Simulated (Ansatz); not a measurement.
One change: `CBO[SiH2][SiH3]` becomes `CBO[SiH2]F`.

Ansatz, PBE0-D4/def2-TZVP geometries, multiplicity 1. Each molecule was computed in one conformer, which needn't be the lowest.

```
                                      property  `CBO[SiH2][SiH3]`
           LUMO energy (B3LYP/def2-TZVPP) / eV              -0.52
         HOMO–LUMO gap (B3LYP/def2-TZVPP) / eV               7.30
           HOMO energy (B3LYP/def2-TZVPP) / eV              -7.82
       HOMO–LUMO gap (ωB97M-V/def2-TZVPP) / eV              11.49
size of the dipole moment (PBE/def2-TZVPP) / D               1.01
             LUMO energy (PBE/def2-TZVPP) / eV              -1.24
```

Problem. Give the same properties after the change, and the shifts. (Best estimate.)

Solution. Computed: 
```tsv
property	`CBO[SiH2]F`	shift
LUMO energy (B3LYP/def2-TZVPP) / eV	-0.54	-0.02
HOMO–LUMO gap (B3LYP/def2-TZVPP) / eV	7.82	0.52
HOMO energy (B3LYP/def2-TZVPP) / eV	-8.35	-0.53
HOMO–LUMO gap (ωB97M-V/def2-TZVPP) / eV	12.55	1.06
size of the dipole moment (PBE/def2-TZVPP) / D	1.16	0.15
LUMO energy (PBE/def2-TZVPP) / eV	-1.34	-0.10
```

With PBE0 the HOMO falls by 0.54 eV and the LUMO rises by 0.05 eV, so the gap widens by about 0.59 eV. PBE moves the HOMO by -0.37 eV and ωB97M-V by -0.78 eV. Dipoles are sizes alone; their direction can turn.

B3LYP here is the variant with VWN-RPA as its local correlation; programs differ in this.
